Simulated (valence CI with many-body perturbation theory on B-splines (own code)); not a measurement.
# Forbidden lines of Si7+

Method: relativistic CI+MBPT: five valence electrons over a frozen Dirac-Fock core [He], a basis of 9 s, 9 p, 8 d, 6 f, 3 g, 1 h functions for each j, with the one-electron correlation potential Σ1 (screened to all orders), the two-electron term Σ2, the three-electron term Σ3, Breit, model QED; selected single and double excitations, second order for the rest, scaled by the run's own slope (own B-spline code, finite nucleus).

No measured spectrum was set against this ion. As an estimate, levels hold to about 100 cm⁻¹ or 0.05 % of their energy and the worst to 300 or 400 cm⁻¹, as in measured light ions of charge 2 to 7. Among the levels kept, up to 2100 cm⁻¹ of a level comes from second order outside the variational space, and about a tenth of that is noise between levels of different J, which matters for small intervals.

Lines 1 to 16 of 16 in falling wavelength, among levels below 1683400 cm⁻¹, chosen from the decays that carry over 1 % of a level's rate. Wavelengths and rates use the calculated energies, so an error of 300 cm⁻¹ moves a line at 275.8 nm by 0.83 % and its rate by three times that or more. Electric multipoles are in the length gauge, E1 and E2 with the static RPA response of the core. S is in atomic units (e²a₀⁴ for E2 and M2, e²a₀⁶ for E3), for M1 in squared Bohr magnetons. Weak lines are less certain than strong ones. Lines between different terms over intervals too small for the method are left out, as are lines whose strength nearly cancels.

Letters in brackets count levels of one name in rising energy.

| λ vac (nm) | Upper | Lower | Type | A (s⁻¹) | S (a.u.) |
| --- | --- | --- | --- | --- | --- |
| 275.8 | 2s²2p³ ²P°_1/2 | 2s²2p³ ²D°_3/2 | M1 | 1.29e+01 | 2.00e-02 |
| 273.5 | 2s²2p³ ²P°_3/2 | 2s²2p³ ²D°_5/2 | M1 | 1.19e+01 | 3.61e-02 |
| 271.7 | 2s²2p³ ²P°_3/2 | 2s²2p³ ²D°_3/2 | M1 | 2.14e+01 | 6.37e-02 |
| 144.0 | 2s²2p³ ²D°_3/2 | 2s²2p³ ⁴S°_3/2 | M1 | 1.58e+00 | 6.99e-04 |
| 143.5 | 2s²2p³ ²D°_5/2 | 2s²2p³ ⁴S°_3/2 | M1 | 3.55e-02 | 2.33e-05 |
| 143.5 | 2s²2p³ ²D°_5/2 | 2s²2p³ ⁴S°_3/2 | E2 | 1.01e-02 | 3.28e-04 |
| 94.59 | 2s²2p³ ²P°_1/2 | 2s²2p³ ⁴S°_3/2 | M1 | 3.08e+01 | 1.93e-03 |
| 94.11 | 2s²2p³ ²P°_3/2 | 2s²2p³ ⁴S°_3/2 | M1 | 7.42e+01 | 9.17e-03 |
| 6.968 | 2s²2p²3p ²S°_1/2 | 2s²2p³ ²D°_5/2 | E2 | 1.51e+07 | 4.43e-02 |
| 6.967 | 2s²2p²3p ²S°_1/2 | 2s²2p³ ²D°_3/2 | E2 | 1.18e+07 | 3.45e-02 |
| 6.833 | 2s²2p²3p ²D°_3/2 [a] | 2s²2p³ ²D°_3/2 | E2 | 1.40e+07 | 7.47e-02 |
| 6.814 | 2s²2p²3p ²D°_5/2 [a] | 2s²2p³ ²D°_5/2 | E2 | 1.49e+07 | 1.17e-01 |
| 6.607 | 2s²2p²3p ⁴D°_1/2 | 2s²2p³ ⁴S°_3/2 | E2 | 1.24e+07 | 2.79e-02 |
| 6.601 | 2s²2p²3p ⁴D°_3/2 | 2s²2p³ ⁴S°_3/2 | E2 | 1.23e+07 | 5.49e-02 |
| 6.592 | 2s²2p²3p ⁴D°_5/2 | 2s²2p³ ⁴S°_3/2 | E2 | 1.23e+07 | 8.18e-02 |
| 6.579 | 2s²2p²3p ⁴D°_7/2 | 2s²2p³ ⁴S°_3/2 | E2 | 1.25e+07 | 1.10e-01 |
